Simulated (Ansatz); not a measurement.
Input and output for CH$_{5}$BClIn, SMILES `C[B](Cl)[InH2]`.

```yaml
crystal:
  periodic: [false, false, false]
  atoms:
    - {symbol: C, position_ang: [0.370621, 1.168406, -0.917703]}
    - {symbol: B, position_ang: [0.606961, -0.008541, 0.070137]}
    - {symbol: Cl, position_ang: [2.277782, -0.452953, 0.439284]}
    - {symbol: In, position_ang: [-0.961189, -1.305762, 1.060000]}
    - {symbol: H, position_ang: [1.233698, 1.826598, -1.043148]}
    - {symbol: H, position_ang: [0.159137, 0.713995, -1.897373]}
    - {symbol: H, position_ang: [-0.514047, 1.761466, -0.671374]}
    - {symbol: H, position_ang: [-1.581547, -2.746484, 0.324645]}
    - {symbol: H, position_ang: [-1.591406, -0.956727, 2.635531]}
basis:
  gaussian: {orbitals: STO-3G}
total_charge: 1
magnetization: {spin_polarized: true, initial_magnetization: 1}
hamiltonian: {xc: {name: r2SCAN}}
accuracy: high
output: {forces: true}
```

```sh
$ ansatz run in.yaml --threads 2 --pin off --events-out ev --progress --plain --max-ram 20480MiB --backend cpu
```

It prints (some lines left out):

```
Functional definition: r2SCAN
1004 factors; integrals over basis functions are off by at most 6.1e-9 eV
mean field evaluation 1: about -168806.9389 eV, gradient 8.3e1 eV
mean field evaluation 2: about -168672.8278 eV, gradient 8.9e1 eV
mean field evaluation 4: about -168839.1644 eV, gradient 3.3e1 eV
mean field evaluation 8: about -168850.6126 eV, gradient 3.5e-1 eV
mean field evaluation 16: about -168850.5371 eV, gradient 2.5e-3 eV
mean field -168850.53713160 eV, -6205.1427885817 hartree, gradient 4.1e-8 eV, S^2 0.751007; 3 other end points of the search recorded, 0 dependent functions left out
reference -168850.53713276 eV, -6205.1427886241 hartree; 41, 40 occupied and 10, 11 virtual orbitals, 1004 factors
Total energy: -168850.53713276 eV, -6205.1427886241 hartree
Atom 0 at     0.370621     1.168406    -0.917703 Å, force    -1.177702    -0.225058    -0.058994 eV/Å
Atom 1 at     0.606961    -0.008541     0.070137 Å, force     0.239770    -0.513790     0.522028 eV/Å
Atom 2 at     2.277782    -0.452953     0.439284 Å, force    -0.227127    -0.450756     0.343984 eV/Å
Atom 3 at    -0.961189    -1.305762     1.060000 Å, force    -1.046443    -0.953571     0.759064 eV/Å
Atom 4 at     1.233698     1.826598    -1.043148 Å, force     0.431377     0.098466     0.244430 eV/Å
Atom 5 at     0.159137     0.713995    -1.897373 Å, force    -0.069844    -0.123329    -0.399126 eV/Å
Atom 6 at    -0.514047     1.761466    -0.671374 Å, force    -0.254927     0.300634     0.025321 eV/Å
Atom 7 at    -1.581547    -2.746484     0.324645 Å, force     1.050648     1.616344     0.157963 eV/Å
Atom 8 at    -1.591406    -0.956727     2.635531 Å, force     1.054247     0.251060    -1.594670 eV/Å
Dipole moment:    -0.235083     0.234445    -0.229211 e Å
```

It took 10 s on 2 threads of an AMD EPYC 7R13 on a shared host, with 0.76 GiB of host memory at the peak.
